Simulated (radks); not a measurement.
Task: These are the eigenvalues of the occupied orbitals of an atom or ion with whole-number occupations (hartree). Calculated with a radial shooting solver on a logarithmic mesh with Libxc functionals: scalar-relativistic Kohn-Sham, SCAN, spin-polarised, spherical densities, finite nucleus; meta-GGA in the generalised Kohn-Sham scheme; Fermi nuclear charge, rms radius of each element as measured or else 0.836 A^(1/3) + 0.57 fm.

orbital  eigenvalue
1s up     -1451.669
1s down   -1451.623
2s up     -252.7988
2s down   -252.7758
2p up     -229.1052
2p down   -229.0633
3s up     -72.72460
3s down   -72.69009
3p up     -65.08628
3p down   -65.03857
3d up     -54.29799
3d down   -54.24201
4s up     -30.87292
4s down   -30.57912
4p up     -28.09825
4p down   -27.81106

Which element is it, and in what charge state? The configuration may be excited. Open shells, if any, are filled with parallel spins first.

Result: Z = 57, lanthanum, charge +23: La23+ in [Ar] 3d10 4s2 4p4. The list shows which subshells hold electrons but not how many an open one holds; the 1s level, -1451.7 hartree, gives Z - s = 53.9 by -(Z - s)^2/2, which with screening and relativity narrows Z to a few neighbours, and the depths of the outer levels then fix element, charge and occupations together.
